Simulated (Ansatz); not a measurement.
Molecule: sum formula GaH₂Cl (charge 0, singlet). 
Geometry from a B3LYP-D3(BJ)/def2-TZVP (Ansatz, a first-principles code) optimisation:
SMILES: [Cl][GaH2]
```xyz
4

Cl     1.3067    -0.6404     0.0485
Ga    -0.6373     0.3123    -0.0237
H     -0.6084     1.8689    -0.0295
H     -1.8488    -0.6647    -0.0617
```
Charge 0, spin multiplicity 1.

Basis-set convergence of Hartree-Fock and CCSD(T) correlation energies (hartree) with Ansatz. Cores are frozen in the correlated levels unless marked. No spin-orbit coupling. The frozen core is the preceding noble-gas configuration, with the filled d and f shells of earlier blocks. Non-relativistic.

| basis | functions | E(HF) | E(corr, CCSD(T)) |
|---|---|---|---|
| def2-SVP | 60 | -2383.56448 | -0.23141 |
| def2-TZVPP | 118 | -2383.97168 | -0.31172 |
| def2-QZVPP | 219 | -2384.02519 | -0.33662 |

Extrapolating the two largest sets (X = 3 and 4) as X^-3: E(corr) = (64·(-0.33662) - 27·(-0.31172))/37 = -0.3548 Eh, an estimate of the basis-set limit. The largest set recovers 94.9 % of it, the smallest 65.2 %.
